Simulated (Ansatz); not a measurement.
Isolated molecules relaxed with PBE0-D4/def2-TZVP in Ansatz; ΔE leaves out vibrations. CCSD(T)/CBS adds triple-zeta CCSD(T) − MP2 to the extrapolated MP2 energy (def2 sets, frozen cores). This one scheme is used for every species. DFT in def2-TZVPP. B3LYP here is the variant with VWN-RPA as its local correlation; programs differ in this.

Reaction (substitution at a C–C bond): `CC#CC[SiH3]` + CH₃OH → `CC#COC` + `C[SiH3]`

```csv
level,ΔE (kcal/mol)
B3LYP,12.3
HF/def2-TZVPP,13.2
CCSD/def2-TZVPP,14.9
SCS-MP2/def2-QZVPP,15.8
```

(1) What does CCSD(T)/CBS give? (Best estimate.)

Largest T1 diagnostic among the species: 0.012.

Answers

(1) Computed: +15.7 kcal/mol. The listed levels differ from it by -3.4, -2.5, -0.8, 0.1 kcal/mol.

The D4 term adds +0.8 kcal/mol with B3LYP and +0.5 kcal/mol with PBE0; it sums over pairs of atoms, weighted by their polarisabilities, and B3LYP, whose exchange is more repulsive, gets the larger term. From PBE to PBE0 (25 % exact exchange), in def2-TZVPP and without D4, ΔE moves by +1.0 kcal/mol.
